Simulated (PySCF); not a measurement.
CH9ClOSi3, SMILES C[Si@H]([SiH2][SiH2]O)Cl. Atoms are numbered in the order given.

```xyz
15

C     -3.1365     0.8404     0.3021
Si    -1.5706     0.0768    -0.4107
Cl    -0.5553     1.5405    -1.5411
Si    -0.0012    -0.6459     1.1850
Si     2.0808    -0.6671     0.0982
O      3.1573    -1.5046     1.0962
H     -2.8867     1.6775     0.9834
H     -3.7868     1.2252    -0.5091
H     -3.7018     0.0768     0.8755
H     -1.9159    -1.0392    -1.3605
H     -0.3691    -2.0154     1.6983
H      0.0064     0.3159     2.3465
H      2.5310     0.7514    -0.1502
H      1.9244    -1.3374    -1.2471
H      4.0713    -1.5417     0.7628
```

The structure is a stationary point at PBE-D3(BJ)/def2-SVP. The structure was generated by enumeration; whether it is a known compound was not checked. Other conformers were not sampled.

All values below come from PySCF with PBE-D3(BJ)/def2-SVP.

Frequencies are harmonic and unscaled.

Computed vibrational spectrum:
```json
[
 {"mode": "1", "ν (cm⁻¹)": "29", "IR (km/mol)": "1.3", "moving atoms (share of kinetic energy)": "Si 40 %, H 24 %, C 18 %, Cl 15 %"},
 {"mode": "2", "ν (cm⁻¹)": "44", "IR (km/mol)": "0.6", "moving atoms (share of kinetic energy)": "Si 32 %, O 32 %, H 17 %, Cl 13 %"},
 {"mode": "3", "ν (cm⁻¹)": "66", "IR (km/mol)": "1.4", "moving atoms (share of kinetic energy)": "O 27 %, Si 26 %, Cl 25 %, H 17 %"},
 {"mode": "4", "ν (cm⁻¹)": "123", "IR (km/mol)": "0.2", "moving atoms (share of kinetic energy)": "Si 44 %, Cl 22 %, O 18 %, H 15 %"},
 {"mode": "5", "ν (cm⁻¹)": "150", "IR (km/mol)": "0.7", "moving atoms (share of kinetic energy)": "C 37 %, H 28 %, Si 25 %"},
 {"mode": "6", "ν (cm⁻¹)": "162", "IR (km/mol)": "0.0", "moving atoms (share of kinetic energy)": "H 95 %"},
 {"mode": "7", "ν (cm⁻¹)": "180", "IR (km/mol)": "3.2", "moving atoms (share of kinetic energy)": "Si 39 %, H 27 %, O 25 %"},
 {"mode": "8", "ν (cm⁻¹)": "193", "IR (km/mol)": "83.0", "moving atoms (share of kinetic energy)": "H 76 %, Si 8 %"},
 {"mode": "9", "ν (cm⁻¹)": "198", "IR (km/mol)": "22.1", "moving atoms (share of kinetic energy)": "H 32 %, Si 29 %, C 17 %, O 11 %, Cl 11 %"},
 {"mode": "10", "ν (cm⁻¹)": "331", "IR (km/mol)": "19.8", "moving atoms (share of kinetic energy)": "H 87 %, Si 11 %"},
 {"mode": "11", "ν (cm⁻¹)": "393", "IR (km/mol)": "3.5", "moving atoms (share of kinetic energy)": "Si 69 %, H 18 %, Cl 9 %"},
 {"mode": "12", "ν (cm⁻¹)": "439", "IR (km/mol)": "5.1", "moving atoms (share of kinetic energy)": "Si 82 %, H 15 %"},
 {"mode": "13", "ν (cm⁻¹)": "481", "IR (km/mol)": "20.9", "moving atoms (share of kinetic energy)": "H 71 %, Si 28 %"},
 {"mode": "14", "ν (cm⁻¹)": "506", "IR (km/mol)": "38.4", "moving atoms (share of kinetic energy)": "Si 50 %, Cl 37 %, H 11 %"},
 {"mode": "15", "ν (cm⁻¹)": "604", "IR (km/mol)": "206.9", "moving atoms (share of kinetic energy)": "H 86 %, Si 12 %"},
 {"mode": "16", "ν (cm⁻¹)": "622", "IR (km/mol)": "73.1", "moving atoms (share of kinetic energy)": "H 84 %, Si 11 %"},
 {"mode": "17", "ν (cm⁻¹)": "655", "IR (km/mol)": "13.5", "moving atoms (share of kinetic energy)": "H 75 %, C 15 %, Si 8 %"},
 {"mode": "18", "ν (cm⁻¹)": "710", "IR (km/mol)": "14.5", "moving atoms (share of kinetic energy)": "H 79 %, Si 11 %"},
 {"mode": "19", "ν (cm⁻¹)": "711", "IR (km/mol)": "15.8", "moving atoms (share of kinetic energy)": "H 73 %, Si 13 %, C 11 %"},
 {"mode": "20", "ν (cm⁻¹)": "718", "IR (km/mol)": "31.1", "moving atoms (share of kinetic energy)": "H 61 %, C 21 %, Si 17 %"},
 {"mode": "21", "ν (cm⁻¹)": "768", "IR (km/mol)": "148.5", "moving atoms (share of kinetic energy)": "H 87 %"},
 {"mode": "22", "ν (cm⁻¹)": "795", "IR (km/mol)": "101.3", "moving atoms (share of kinetic energy)": "H 75 %, Si 12 %, C 12 %"},
 {"mode": "23", "ν (cm⁻¹)": "811", "IR (km/mol)": "62.8", "moving atoms (share of kinetic energy)": "O 54 %, H 25 %, Si 20 %"},
 {"mode": "24", "ν (cm⁻¹)": "858", "IR (km/mol)": "84.5", "moving atoms (share of kinetic energy)": "H 84 %, C 11 %"},
 {"mode": "25", "ν (cm⁻¹)": "874", "IR (km/mol)": "140.9", "moving atoms (share of kinetic energy)": "H 90 %"},
 {"mode": "26", "ν (cm⁻¹)": "902", "IR (km/mol)": "98.3", "moving atoms (share of kinetic energy)": "H 84 %, Si 11 %"},
 {"mode": "27", "ν (cm⁻¹)": "945", "IR (km/mol)": "81.1", "moving atoms (share of kinetic energy)": "H 80 %, Si 15 %"},
 {"mode": "28", "ν (cm⁻¹)": "1210", "IR (km/mol)": "13.9", "moving atoms (share of kinetic energy)": "H 79 %, C 21 %"},
 {"mode": "29", "ν (cm⁻¹)": "1373", "IR (km/mol)": "4.7", "moving atoms (share of kinetic energy)": "H 96 %"},
 {"mode": "30", "ν (cm⁻¹)": "1380", "IR (km/mol)": "4.6", "moving atoms (share of kinetic energy)": "H 96 %"},
 {"mode": "31", "ν (cm⁻¹)": "2121", "IR (km/mol)": "85.7", "moving atoms (share of kinetic energy)": "H 97 %"},
 {"mode": "32", "ν (cm⁻¹)": "2134", "IR (km/mol)": "86.1", "moving atoms (share of kinetic energy)": "H 97 %"},
 {"mode": "33", "ν (cm⁻¹)": "2136", "IR (km/mol)": "45.7", "moving atoms (share of kinetic energy)": "H 98 %"},
 {"mode": "34", "ν (cm⁻¹)": "2146", "IR (km/mol)": "11.5", "moving atoms (share of kinetic energy)": "H 96 %"},
 {"mode": "35", "ν (cm⁻¹)": "2154", "IR (km/mol)": "186.8", "moving atoms (share of kinetic energy)": "H 96 %"},
 {"mode": "36", "ν (cm⁻¹)": "2976", "IR (km/mol)": "1.1", "moving atoms (share of kinetic energy)": "H 97 %"},
 {"mode": "37", "ν (cm⁻¹)": "3078", "IR (km/mol)": "0.9", "moving atoms (share of kinetic energy)": "H 91 %, C 9 %"},
 {"mode": "38", "ν (cm⁻¹)": "3089", "IR (km/mol)": "0.4", "moving atoms (share of kinetic energy)": "H 91 %, C 9 %"},
 {"mode": "39", "ν (cm⁻¹)": "3748", "IR (km/mol)": "73.9", "moving atoms (share of kinetic energy)": "H 94 %"}
]
```
